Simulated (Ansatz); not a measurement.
Saddle point of SnH$_{6}$O, singlet (SnH₄ + H₂O → SnH₄O ([OH][SnH3]) + H₂; bonds formed: Sn1–O7, H2–H6; bonds broken: Sn1–H2, H6–O7), PBE0-D4/def2-TZVP structure:

Sn1  (-0.633, 0.135, -0.518)
H2  (-0.099, 0.792, 1.406)
H3  (-0.222, -0.819, -1.891)
H4  (-2.141, -0.376, 0.078)
H5  (-0.512, 1.770, -0.990)
H6  (0.655, 0.075, 1.228)
O7  (1.028, -0.808, 0.524)
H8  (1.922, -0.769, 0.163)
(Å)

Energies are electronic, without zero-point energy. Barriers and step energies count from the start structure reached by relaxing down the imaginary mode; all methods use the PBE0-D4 structures, on which another method's saddle can fall below an end. Ansatz 0.2.0; basis: def2-TZVPP, with def2-QZVPP for the basis limit; cores frozen in the correlated methods. Filled d shells of the heavier atoms are correlated. Core potentials replace the inner electrons of the atoms past krypton. The def2 sets are not built for correlating such inner shells, so the correlated values are less sure here. B3LYP uses VWN-RPA correlation. Extrapolation: Hartree–Fock as exp(−7.88 √X), correlation as X^−2.97.

```
      method  barrier (eV)  step energy (eV)
       SPW92             ?             0.283
      PBE-D4         1.399             0.140
     BLYP-D4             ?             0.048
   r2SCAN-D4         1.499             0.120
      B97M-V         1.593             0.198
     PBE0-D4         1.599             0.215
    B3LYP-D4         1.634             0.124
  r2SCAN0-D4         1.659             0.197
    BHLYP-D4         1.842             0.188
CAM-B3LYP-D4         1.690             0.156
     wB97X-V             ?             0.150
     wB97M-V         1.707             0.184
      B2PLYP         1.706             0.108
    PBE-QIDH         1.735             0.199
  RPA on PBE         1.781             0.148
          HF         2.288             0.229
         MP2         1.752             0.110
        CCSD         1.903             0.211
     CCSD(T)         1.798             0.177
```

Q: Fill in the withheld barriers. (An estimate is asked for; the value comes from the calculation.)

A: Computed: wB97X-V 1.719; SPW92 1.177; BLYP-D4 1.480 eV. Each is the energy of the saddle less that of the start structure, by the same method.

For comparison, the barrier by CCSD(T) at an estimated basis limit (MP2 extrapolated from triple and quadruple zeta, plus CCSD(T) − MP2 in triple zeta) is 1.700 eV.

T1 diagnostic: at most 0.015.

Labels in which every atom is bracketed show which atoms are joined, not bond orders.

For scale, one of the runs: CCSD(T)/def2-TZVPP, 165 basis functions, launched by `ansatz run in.yaml --threads 2 --pin off --events-out ev --progress --plain --max-ram 4352MiB`. Time: 74 s of wall clock on 2 CPU threads of an Arm Neoverse N1; the host was shared. Peak host memory: 1.5 GiB.
